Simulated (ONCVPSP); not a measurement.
**What the settings do to the ONCV potential of Se (Z = 34)**

Base potential:

* Element: Se (Z = 34)
* Generator: ONCVPSP 4.0.1
* Type: optimised norm-conserving Vanderbilt (ONCV)
* Functional: PBEsol
* Relativity: scalar-relativistic
* Frozen core: [Ar] 3d10
* Valence charge: 6
* Reference configuration: 4s1.75 4p4.25
* Partial waves: 4s: rc 1.55 bohr, ncon 3, nbas 8, qcut 4.9 1/bohr, 2 projectors, debl 0.4 Ha; 4p: rc 1.80 bohr, ncon 5, nbas 10, qcut 4.7 1/bohr, 3 projectors, debl 0.5 Ha
* Local potential: polynomial inside 1.40 bohr (lpopt 3, dvloc0 4 Ha)
* Core correction: Teter function fitted to the true core (icmod 2), fcfact 0.35

In the s channel the program set the typed energies aside and used -0.643, 0.250 Ha.

All-electron outer shells of the reference configuration (PBEsol, scalar-relativistic, ld1.x):

```
shell  level (eV)  outermost node (bohr)  outermost maximum (bohr)
   3p     -153.17                   0.21                      0.50
   3d      -53.52                      –                      0.45
   4s      -17.50                   0.70                      1.51
   4p       -6.67                   0.74                      1.80
```

Cutoffs, loose and tight: the cutoffs (Ha) at which the residual kinetic energy of the hardest occupied pseudo-wave falls to 1 and 0.1 mHa per electron. They do not see the model core or the augmentation charge, which bear on the density cutoff. Test errors are all-electron minus pseudo excitation energies from the reference, over the configurations 4s2 4p4; 4s2 4p3; 4s2 4p2; 4s2 4p1. A dash means not determined; rows that change the core or the reference have their own tests.

A true bound ghost makes a file unfit for plane-wave use even where its test errors are small: the radial tests pick states by their node count and pass the ghost by.

| change | outcome | cutoff, loose | cutoff, tight | bound ghosts | GHOST(+) flags above zero | largest test error (meV) |
| --- | --- | --- | --- | --- | --- | --- |
| base | generated, projector energies reset by the program | 11 Ha | 34 Ha | p | p | -33 |
| all radii but the core radius scaled by about 0.90 (s 1.38, p 1.62 bohr); local potential polynomial inside 1.26 bohr (lpopt 3, dvloc0 4 Ha) | generated, projector energies reset by the program | 11 Ha | 29 Ha | p | p | -30 |
| p: qcut 7 | generated, projector energies reset by the program | 13 Ha | 29 Ha | p | p | -23 |
| local potential polynomial inside 1.50 bohr (lpopt 3, dvloc0 6 Ha) | generated, projector energies reset by the program | 11 Ha | 34 Ha | p | none | -33 |
| s: nproj 3 | generated, projector energies reset by the program | 11 Ha | 34 Ha | s, p | s, p | -33 |
| s: debl 2.35 | generated | 11 Ha | 34 Ha | p | s, p | -33 |
| core correction Teter function fitted to the true core (icmod 2), fcfact 0.52 | generated, projector energies reset by the program | 11 Ha | 34 Ha | p | p | -24 |
| p: rc 1.28; local potential polynomial inside 1.28 bohr (lpopt 3, dvloc0 4 Ha) | generated, projector energies reset by the program | 181 Ha | 210 Ha | p | p | -36 |
